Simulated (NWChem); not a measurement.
Program: NWChem. System: CF, charge 1, spin multiplicity 1, displaced from the optimised geometry. The structure started from a generated list of species.

The NWChem input:

```
start mol
memory heap 100 mb stack 700 mb global 1900 mb
charge 1
geometry units angstroms nocenter noautoz noautosym
  C      0.000000     0.000000     0.692096
  F      0.000000     0.000000    -1.614890
end
basis spherical
  * library cc-pvdz
end
scf
  rhf
  nopen 0
  maxiter 100
  thresh 1e-7
  semidirect memsize 60000000 filesize 0
end
tce
  freeze core 2
  ccsdt
  2eorb
  2emet 13
  thresh 1e-6
  maxiter 100
  tilesize 24
end
task tce energy
```

The output up to the point where the run's verdict is printed (cleaned and shortened):

```
             Northwest Computational Chemistry Package (NWChem) 7.3.0
             --------------------------------------------------------

                                NWChem Input Module
                                -------------------

 Scaling coordinates for geometry "geometry" by  1.889725989
 (inverse scale =  0.529177249)

                             Geometry "geometry" -> ""
                             -------------------------

 Output coordinates in angstroms (scale by  1.889725989 to convert to a.u.)

  No.       Tag          Charge          X              Y              Z
 ---- ---------------- ---------- -------------- -------------- --------------
    1 C                    6.0000     0.00000000     0.00000000     0.69209600
    2 F                    9.0000     0.00000000     0.00000000    -1.61489000

 Effective nuclear repulsion energy (a.u.)      12.3865387332

            Nuclear Dipole moment (a.u.)
            ----------------------------
        X                 Y               Z
 ---------------- ---------------- ----------------
     0.0000000000     0.0000000000   -19.6180656285


 Summary of "ao basis" -> "" (spherical)
 ------------------------------------------------------------------------------
       Tag                 Description            Shells   Functions and Types
 ---------------- ------------------------------  ------  ---------------------
 *                          cc-pvdz                   on all atoms

 Summary of "ao basis" -> "ao basis" (spherical)
 ------------------------------------------------------------------------------
       Tag                 Description            Shells   Functions and Types
 ---------------- ------------------------------  ------  ---------------------
 C                          cc-pvdz                  6       14   3s2p1d
 F                          cc-pvdz                  6       14   3s2p1d

                                 NWChem SCF Module
                                 -----------------

  ao basis        = "ao basis"
  functions       =    28
  atoms           =     2
[...]
   46   0.0010211565135  -0.4032331535825     3.0     3.0
   47   0.0013715319978  -0.4032463491967     3.4     3.4
   48   0.0010036844267  -0.4032404571427     3.5     3.5
   49   0.0024690294299  -0.4032598506095     3.2     3.2
   50   0.0033912658063  -0.4032450950995     3.0     3.0
   51   0.0007086709428  -0.4032590613838     3.1     3.1
   52   0.0010412986604  -0.4032701090488     3.7     3.7
   53   0.0006866791822  -0.4032678898613     3.2     3.2
   54   0.0016839338563  -0.4032832095458     3.3     3.3
   55   0.0020306895614  -0.4032745815764     3.4     3.4
   56   0.0006114125413  -0.4033128580131     3.2     3.2
   57   0.0008476692725  -0.4033213952756     3.5     3.5
   58   0.0006645697858  -0.4033201868303     4.2     4.2
   59   0.0015051864969  -0.4033311285323     4.1     4.1
   60   0.0020352595882  -0.4033249177625     3.8     3.8
   61   0.0004515361024  -0.4033436619781     2.9     2.9
   62   0.0005717533751  -0.4033494151713     2.9     2.9
   63   0.0003757109803  -0.4033485097018     2.9     2.9
   64   0.0007886914962  -0.4033565591039     4.0     4.0
   65   0.0007704695537  -0.4033527653463     3.6     3.6
   66   0.0003824059802  -0.4033624586054     3.2     3.2
   67   0.0005412218790  -0.4033670726272     3.1     3.1
   68   0.0004707290260  -0.4033676163155     2.9     2.9
   69   0.0009583621854  -0.4033732553237     3.1     3.1
   70   0.0012899073308  -0.4033714023744     3.0     3.0
   71   0.0002662671017  -0.4034075887088     3.0     3.0
   72   0.0002535187251  -0.4034097275464     2.9     2.9
   73   0.0002208738790  -0.4034093726392     3.5     3.5
   74   0.0002574956561  -0.4034124991047     3.6     3.6
   75   0.0002636521393  -0.4034115879068     3.4     3.4
   76   0.0001154655706  -0.4034336047566     3.1     3.1
   77   0.0001681877267  -0.4034359664915     4.7     4.7
   78   0.0001385698647  -0.4034349039828     2.9     2.9
   79   0.0003544023744  -0.4034379537495     2.9     2.9
   80   0.0005385285639  -0.4034352873220     2.9     2.9
   81   0.0000777814958  -0.4034369654361     3.0     3.0
   82   0.0001238557373  -0.4034381301318     3.4     3.4
   83   0.0000945023427  -0.4034378750976     3.1     3.1
   84   0.0002244870345  -0.4034396154884     3.1     3.1
   85   0.0003186942062  -0.4034386286234     2.8     2.8
   86   0.0000756710564  -0.4034379226129     3.1     3.1
   87   0.0001172140836  -0.4034389670673     2.9     2.9
   88   0.0000965333208  -0.4034389894342     3.2     3.2
   89   0.0002153638481  -0.4034404510833     3.4     3.4
   90   0.0003167384026  -0.4034398252120     4.3     4.3
   91   0.0000741884648  -0.4034421197831     3.6     3.6
   92   0.0000896419968  -0.4034426166191     3.7     3.7
   93   0.0000883189055  -0.4034431832555     3.9     3.9
   94   0.0001551111511  -0.4034436585433     4.1     4.1
   95   0.0002231970992  -0.4034441310320     3.1     3.1
   96   0.0000677178383  -0.4034426854988     3.2     3.2
   97   0.0000753582002  -0.4034431412882     3.8     3.8
   98   0.0000711310762  -0.4034436809561     5.6     5.6
   99   0.0001018305148  -0.4034441424466     4.3     4.3
  100   0.0001257993096  -0.4034446189340     3.1     3.1
 ------------------------------------------------------------------------
 ------------------------------------------------------------------------
 ------------------------------------------------------------------------
  current input line :
    27: task tce energy
 ------------------------------------------------------------------------
 ------------------------------------------------------------------------
 This type of error is most commonly associated with calculations not reaching convergence criteria
 ------------------------------------------------------------------------
 For more information see the NWChem manual at https://nwchemgit.github.io

 For further details see manual section:
```

The run did not converge; its last values are not results. The next line reads: 0:tce_energy: maxiter exceeded:Received an Error in Communication. NWChem stopped with the message: tce_energy: maxiter exceeded 101.
